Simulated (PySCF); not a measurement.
**Diatomics of P with group 12**

PBE0 with triple-zeta basis sets in PySCF, for the lowest determinant that a PBE0 search found; no spin–orbit coupling. De refers to high-spin ground-configuration atoms. A positive dipole means M(−)P(+).

```
 M         basis  state (unpaired electrons)  Re (Å)  ωe (cm⁻¹)  De (eV)  μ (D)
Zn  x2c-TZVPPall         quartet (σ ↑, π ↑↑)   2.423        227     0.43  -0.86
Cd    def2-TZVPP         quartet (σ ↑, π ↑↑)   2.657        174     0.32  -0.96
Hg    def2-TZVPP         quartet (σ ↑, π ↑↑)   2.801       93.1     0.10  -0.32
```

The shortest bond is that of ZnP (2.423 Å), the longest that of HgP (2.801 Å).

The rows differ in basis set, which adds steps of its own.

Down a group the atoms grow and get heavier, so bonds lengthen and wavenumbers fall; this series shows no clear exception.

Weak bonds: CdP, HgP, ZnP. Basis-set superposition, not corrected here, can be much of De in a small basis, most of all at correlated wavefunction levels. Functionals without a dispersion term scatter widely for such bonds, and LDA overbinds them. These are scalar-relativistic numbers at best; spin–orbit coupling would shift them, the dissociation energy most. States were picked by a PBE0 search and need not be the measured ground states.
